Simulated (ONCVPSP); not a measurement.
Which change was made? (Hf, ONCV)

hafnium, optimised norm-conserving Vanderbilt (ONCV), made with ONCVPSP 4.0.1 (LDA (Perdew-Wang 92), fully relativistic). Core [Kr] 4d10 4f14, reference 5s2 5p6 5d2 6s2. Waves: 5s+6s: rc 1.70 bohr, ncon 4, nbas 8, qcut 9.1 1/bohr, 2 projectors; 5p: rc 1.35 bohr, ncon 3, nbas 7, qcut 5.1 1/bohr, 2 projectors, debl 0.6 Ha; 5d: rc 2.60 bohr, ncon 4, nbas 8, qcut 4.8 1/bohr, 2 projectors, debl 2.5 Ha. Local part: polynomial inside 0.95 bohr (lpopt 5, dvloc0 0 Ha). Core correction: none.

Open shells are filled in proportion to 2j + 1.

In the p channel the program set the typed energies aside and used -1.231, 0.250 Ha (j = l + 1/2; the other j can differ).

Cutoffs, loose and tight: the cutoffs (Ha) at which the residual kinetic energy of the hardest occupied pseudo-wave falls to 1 and 0.1 mHa per electron. They do not see the model core or the augmentation charge, which bear on the density cutoff. Test errors are all-electron minus pseudo excitation energies from the reference, over the configurations 5s2 5p6 5d2 6s1; 5s2 5p6 5d2 6s0; 5s2 5p6 5d1 6s0; 5s2 5p6 5d2 6s0 6p2; variants that change the core or the reference have their own tests. The largest error is taken over the tests solved by every variant that gives reliable tests at all, those not shown here included: 5s2 5p6 5d2 6s0; 5s2 5p6 5d2 6s0 6p2; 5s2 5p6 5d2 6s1.

The base gives: outcome: generated, projector energies reset by the program; cutoff, loose: 77 Ha; cutoff, tight: 125 Ha; bound ghosts: s; GHOST(+) flags above zero: p3/2, d5/2, p1/2, d3/2; largest test error (meV): +13.

Problem. After one change the result is: outcome: generated, projector energies reset by the program; cutoff, loose: 24 Ha; cutoff, tight: 90 Ha; bound ghosts: s; GHOST(+) flags above zero: p3/2, d5/2, p1/2, d3/2; largest test error (meV): +13. Which change was it?
A. p: qcut 6.5
B. p: rc 1
C. all radii scaled by about 1.27 (s 2.16, p 1.72, d 3.32 bohr); local potential polynomial inside 1.22 bohr (lpopt 5, dvloc0 0 Ha)
D. local potential polynomial inside 1.00 bohr (lpopt 5, dvloc0 3 Ha)

Solution. A. The others give: all radii scaled by about 1.27 (s 2.16, p 1.72, d 3.32 bohr); local potential polynomial inside 1.22 bohr (lpopt 5, dvloc0 0 Ha) → outcome: generated, projector energies reset by the program; cutoff, loose: 16 Ha; cutoff, tight: 21 Ha; bound ghosts: none; GHOST(+) flags above zero: s; largest test error (meV): -0.8 | p: rc 1 → outcome: generated, projector energies reset by the program; cutoff, loose: 140 Ha; cutoff, tight: 209 Ha; bound ghosts: s; GHOST(+) flags above zero: p3/2, d5/2, p1/2, d3/2; largest test error (meV): +13 | local potential polynomial inside 1.00 bohr (lpopt 5, dvloc0 3 Ha) → outcome: generated, projector energies reset by the program; cutoff, loose: 77 Ha; cutoff, tight: 125 Ha; bound ghosts: none; GHOST(+) flags above zero: s, d5/2, p1/2; largest test error (meV): +13.
